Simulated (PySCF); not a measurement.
**RbLi at PBE**

Computed with PBE; Rb def2-SVP with ECP28, Li def2-SVP; scalar-relativistic core potentials (PySCF 2.14).

For RbLi, the state is ¹Σ⁺ (singlet), closed shell. The bond length is 3.560 Å and the harmonic wavenumber is 180 cm⁻¹. The force constant is 0.124 mdyn/Å and the rotational constant Be is 0.2052 cm⁻¹. The anharmonicity ωexe is 0.975 cm⁻¹. The vibration–rotation constant αe is 0.00152 cm⁻¹, the well depth De to Rb + Li is 65 kJ/mol and the dissociation energy D0 is 64 kJ/mol. The HOMO–LUMO gap is 1.07 eV. The bond order (Mayer) is 1.00. The dipole moment (positive dipole means Rb(−)Li(+)) is -3.00 D.

Closed-shell solutions of metal pairs were not tested for spin polarisation, which can lower them a little.
